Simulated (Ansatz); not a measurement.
`F[SiH2]C[SiH2]Cl` + `C=N` → `C=N[SiH2]F` + `C[SiH2]Cl` at 500 K and 1 bar (ligand exchange at the Si–C bond).

Program: Ansatz. Geometries: PBE0-D4/def2-TZVP. ΔE: electronic, gas phase. CBS: MP2 limit from def2 TZ/QZ plus the TZ coupled-cluster correction, frozen cores. This one scheme is used for every species. One conformer a species, not always the lowest.

| species | CCSD(T)/CBS energy (Eh) | H − E (kJ/mol) | S (J/(mol·K)) |
| --- | --- | --- | --- |
| `F[SiH2]C[SiH2]Cl` | -1179.52116 | 225.3 | 453.0 |
| `C=N` | -94.52360 | 124.2 | 249.5 |
| `C=N[SiH2]F` | -484.08456 | 168.9 | 351.4 |
| `C[SiH2]Cl` | -789.97638 | 179.1 | 344.9 |

H − E and S are ideal-gas, rigid-rotor, harmonic terms from PBE0-D4/def2-TZVP, for one conformer and one mirror image of each species. 1 Eh = 2625.50 kJ/mol, R = 8.31446 J/(mol·K).

Question: By hand: ΔE, ΔH, ΔS and ΔG.

Answer: ΔE = (-484.08456) + (-789.97638) − (-1179.52116) − (-94.52360) = -0.01618 Eh = -42.5 kJ/mol. Δ(H − E) = 168.9 + 179.1 − 225.3 − 124.2 = -1.5, so ΔH = -44.0 kJ/mol. ΔS = 351.4 + 344.9 − 453.0 − 249.5 = -6.2 J/(mol·K). ΔG = -44.0 − 500 × (-6.2)/1000 = -40.9 kJ/mol.

Question: By hand: the equilibrium constant, and the temperature at which ΔG would vanish if ΔH and ΔS stayed fixed.

Answer: log₁₀ K = −ΔG/(RT ln 10) = 4.3. ΔG = 0 at ΔH/ΔS = 7097 K, far beyond where these terms or the molecules hold.

The number of gas molecules stays the same, so ΔS is small and ΔH decides. A doubt of 5 kJ/mol in ΔE shifts log₁₀ K by 0.5 here. Other conformers and mirror images would add mixing entropy, several J/(mol·K) or more a flexible species. Modes under 60 cm⁻¹, often nearly free rotors, make the harmonic entropy too high. These are equilibria of isolated gas molecules and say nothing of rates. Largest T1 diagnostic: 0.013 (customary marks: 0.02 for closed shells, 0.045 for open ones).
